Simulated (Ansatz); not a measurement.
Ag2F2, relaxed as a singlet with RKS PBE-D4/def2-TZVP in Ansatz, starting from the GFN2-xTB geometry. Force threshold 0.02 eV/Å.

In the def2 sets Ag takes a core potential; there is no spin–orbit coupling. The structure comes from a short search, and lower isomers may exist.

Start:

Cartesian coordinates in Å:
```
Ag 1.1973 -0.5359 0.7458
Ag -1.1965 0.5352 -0.7447
F -0.8768 -1.3635 0.4327
F 0.8760 1.3642 -0.4338
```

Problem. Estimate the energy that the relaxation releases and the steps that it takes.

Solution. 0.02 eV, in 2 steps; 1.7 s on 4 threads of Arm Neoverse V2 on a shared host. No frequencies were taken in this run, so the end may be a saddle point.

Problem. Does the start keep its bonding and symmetry?

Solution. By distances, no bond broke or formed. The bond that changes most is Ag1–F4, from 2.26 to 2.22 Å (atoms count from 1). Point group D2h at the start, D2h at the end, both within 0.05 Å.

Problem. Predict the relaxed structure.

Solution. 
Cartesian coordinates in Å:
```
Ag 1.169 -0.522 0.728
Ag -1.169 0.522 -0.727
F -0.871 -1.354 0.430
F 0.870 1.354 -0.430
```
Bond lengths (bridged metal pairs left out): 4 × Ag–F 2.22 Å.
